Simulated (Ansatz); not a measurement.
Ideal-gas functions of BrFHOSn (`[OH][Sn]([F])[Br]`) radical at 298.15 K and 1 bar, from an Ansatz frequency run at PBE0-D4/def2-TZVP.

Molar mass 234.62 g/mol, point group C1 (symmetry number 1), electronic degeneracy 2, moments of inertia 109.709, 412.75, 470.785 u Å². Harmonic wavenumbers (cm⁻¹, unscaled): 91, 128, 166, 219, 244, 603, 615, 823, 3860.

Use S(trans) = R[1.5 ln M + 2.5 ln T − 1.1517]; rotational temperatures θ = 24.2544 K / I; S(rot) = R[ln(√π/σ · √(T³/θAθBθC)) + 1.5]; for each mode x = 1.438777 ν̃/T, S = R[x/(eˣ − 1) − ln(1 − e⁻ˣ)] and H = RT x/(eˣ − 1); 1 cm⁻¹ = 0.0119627 kJ/mol; R = 8.31446 J/(mol·K).

By hand: the entropy, in J/(mol·K).

Translation 176.9. Rotation: θ = 0.2211, 0.0588, 0.0515 K, giving 118.7. Vibration, mode by mode: 15.22, 12.45, 10.38, 8.23, 7.42, 1.86, 1.78, 0.79, 0.00, in all 58.1. Electronic 5.8. Sum 359.5 J/(mol·K).

By hand: H − E and G − E in kJ/mol, counted from the electronic energy.

Zero-point energy ½ × 6749 × 0.0119627 = 40.4; thermal vibration 9.1; translation, rotation and pV give 4 RT = 9.9. H − E = 59.4 kJ/mol, and G − E = 59.4 − 298.15 × 359.5/1000 = -47.8 kJ/mol.

Vibration gives 16 % of the entropy, 27.7 J/(mol·K) of it from the modes under 150 cm⁻¹: soft modes count most, and the harmonic formula is weakest for them. The sum counts one conformer and one mirror image; others add a mixing term.
